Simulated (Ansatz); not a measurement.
**Question.** Name a neutral molecule of C, N, Sb, Si and H with HOMO–LUMO gap (PBE/def2-TZVPP) between 4.10 and 4.40 eV and HOMO energy (B3LYP/def2-TZVPP) between -6.70 and -6.40 eV (Ansatz, PBE0-D4/def2-TZVP geometry).

**Answer.** `[CH3][Sb]([NH2])[SiH3]` (4.21 eV, -6.50 eV). Other molecules can fit too; these were computed, each in one conformer that needn't be the lowest.

B3LYP here is the variant with VWN-RPA as its local correlation; programs differ in this.
